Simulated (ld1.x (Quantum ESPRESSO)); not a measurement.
## Before and after: TM potential for magnesium (Mg)

- Element: Mg (Z = 12)
- Generator: ld1.x (Quantum ESPRESSO) 7.5
- Type: norm-conserving Troullier–Martins (Kleinman–Bylander form)
- Functional: PW91
- Relativity: non-relativistic
- Frozen core: [He]
- Valence charge: 10
- Reference configuration: 2s2 2p6 3s1.5 3p0 (charge +0.5)
- Partial waves: 2p (bound): rc 0.75 bohr; 2s (bound): rc 0.90 bohr
- Local potential: the s channel
- Core correction: none

Occupied shells without a wave of their own: 3s. They enter only through the test configuration that unscreens the potential.

Change: wave 2s (bound): rc 0.90 bohr becomes 2s (bound): rc 0.70 bohr.

Cutoffs: the cutoffs (Ry, on a coarse ladder) from which the occupation-weighted sum of valence levels, in a spherical-Bessel basis at the reference potential, stays within 10 and 1 mRy of its value at 400 Ry; they do not see the model core or the augmentation charge, which bear on the density cutoff. Errors are all-electron minus pseudo energies relative to the spin-unpolarised reference configuration.

**Question.** What does the change do?

**Answer.** Of the 7 tests that both files solve, the error grows in 0 and shrinks in 7 by more than 15 % and 0.3 meV (median size 116.9 → 42.2 meV); neither file shows a bound ghost. Less of the atom is replaced, so other configurations are described better.

```tsv
quantity	base	changed
cutoff, loose	230 Ry	300 Ry
cutoff, tight	over 300 Ry	over 300 Ry
loose cutoff by channel (10 mRy a level)	p 200 Ry, s 80 Ry	p 200 Ry, s 140 Ry
bound ghosts	none	none
largest miss of a reference level, eV	0.09	0.03
error for 2s2 2p6 3s2 3p0, meV [ΔE -3.16 eV]	+39	+11
error for 2s2 2p6 3s1 3p0, meV [ΔE 4.82 eV]	-54	-16
error for 2s2 2p6 3s0 3p0, meV [ΔE 19.87 eV]	-226	-66
error for 2s2 2p6 3s0 3p1, meV [ΔE 9.15 eV]	-157	-52
error for 2s2 2p5 3s2 3p0, meV [ΔE 55.58 eV]	+234	+87
error for 2s2 2p6 3s1 3p1, meV [ΔE 0.32 eV]	-33	-13
error for 2s2 2p6 3s0 3p2, meV [ΔE 3.99 eV]	-117	-42
```

Base: The 3s level has no wave, so the channel is fitted at the deeper level alone: the likely source of the large errors.
